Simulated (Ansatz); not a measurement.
Reactions of C2H7Ga, SMILES `[CH3][GaH][CH3]`.

Isolated molecules relaxed with PBE0-D4/def2-TZVP in Ansatz; ΔE leaves out vibrations. CCSD(T)/CBS adds triple-zeta CCSD(T) − MP2 to the extrapolated MP2 energy (def2 sets, frozen cores). This one scheme is used for every species. DFT in def2-TZVPP. B3LYP here is the variant with VWN-RPA as its local correlation; programs differ in this. def2 core potentials past Kr. For Ga, In, Se outer-core shells are correlated without core-valence functions, which leaves a few kJ/mol of doubt a bond. Scalar relativity is left out up to krypton. Each species was taken in one conformer, which may not be the lowest.

```tsv
reaction	B3LYP-D4 (kJ/mol)	ωB97X-V (kJ/mol)	PBE0-D4 (kJ/mol)	CCSD(T)/CBS(def2) (kJ/mol)
`[CH3][GaH][CH3]` + `NO` → `CON` + `[CH3][GaH2]`	67	66	72	78
`[CH3][GaH][CH3]` + `O[SiH](F)[SeH]` → `[CH3][Ga]([CH3])[SeH]` + `O[SiH2]F`	-57	-53	-54	-59
`[CH3][GaH][CH3]` + `O=COC(F)[SiH3]` → `[CH3][Ga]([CH3])[CH]=O` + `OC(F)[SiH3]`	50	56	54	45
`[CH3][GaH][CH3]` + `CC1=CC(C(F)(F)F)=[O+][In-]([CH3])([CH3])[O]1` → `CC1=CC(C(F)(F)F)=[O+][Ga-]([CH3])([CH3])[O]1` + `[CH3][InH][CH3]`	-20	-20	-22	-8
`[CH3][GaH][CH3]` + `C#CBO` → `C#[C][GaH][CH3]` + `CBO`	-10	-16	-12	-14
```

Largest T1 diagnostic: 0.015, for `CC1=CC(C(F)(F)F)=[O+][In-]([CH3])([CH3])[O]1`.
